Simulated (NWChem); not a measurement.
System: CH5ClOSi; SMILES O[SiH](Cl)C

```xyz
9

Si    -0.0968    -0.5498     0.4017
C      1.4049    -1.3931    -0.2782
O     -1.4218    -1.2490    -0.3051
Cl    -0.0304     1.4747    -0.0723
H     -0.1852    -0.6078     1.8881
H      1.3882    -2.4655    -0.0292
H      2.3223    -0.9506     0.1378
H      1.4341    -1.2908    -1.3734
H     -2.2865    -0.9029    -0.0648
```
Atoms are numbered in this order, from 1.

Coordinates come from a PBE0/def2-SVP optimisation.

Problem. Give the principal values of the shielding tensors (ppm) of Si1, C2, O3, Cl4 from PBE/pcSseg-1, GIAO (NWChem), with their diamagnetic and paramagnetic parts as GIAO splits them.

Solution. 
| atom | σ11 | σ22 | σ33 | isotropic | diamagnetic | paramagnetic |
|---|---|---|---|---|---|---|
| Si1 | 279.8 | 325.9 | 366.4 | 324.1 | 881.3 | -557.2 |
| C2 | 168.5 | 175.5 | 189.2 | 177.7 | 254.7 | -77.0 |
| O3 | 226.9 | 258.5 | 288.8 | 258.1 | 390.0 | -131.9 |
| Cl4 | 693.7 | 869.0 | 979.6 | 847.5 | 1148.8 | -301.4 |
